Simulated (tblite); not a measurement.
C$_{2}$, singlet, geometry from GFN2-xTB; IPEA1-xTB in tblite 0.6.0.

The tblite input:
```
$ tblite run mol.xyz --method ipea1 --charge 0 --spin 0 --json tblite.json --no-restart

# file mol.xyz
2

C     -0.00000000    -0.00000000    -0.58034761
C      0.00000000     0.00000000     0.58034761
```

Output, abridged:

```
xTB calculator
 | screened Coulomb repulsion
 | Coulomb electrostatics
 |  * isotropic Klopman-Ohno-Mataga-Nishimoto electrostatics
 |  * onsite third-order electrostatics
 | DFT-D3(BJ) dispersion correction

halogen bonding energy    0.0000000000000E+00 Eh
repulsion energy          1.7725630776490E-01 Eh
dispersion energy        -2.4559075728617E-04 Eh
number of electrons       8.0000000000000E+00 e
integral cutoff           4.0000000000000E+01 bohr

------------------------------------------------------------
  cycle        total energy    energy error   density error
------------------------------------------------------------
      1     -4.457801823076  -4.6348125E+00   5.1028041E-01
      2     -4.457801841682  -1.8605670E-08   3.0611073E-01
      3     -4.457801852139  -1.0457094E-08   2.1107310E-05
      4     -4.457801852139   1.7763568E-15   6.2227499E-06
------------------------------------------------------------

electronic energy        -4.6348125691466E+00 Eh
total energy             -4.4578018521390E+00 Eh

Post processing:
 | Mayer-Wiberg bond orders

[Info] JSON dump of results written to 'tblite.json'
```
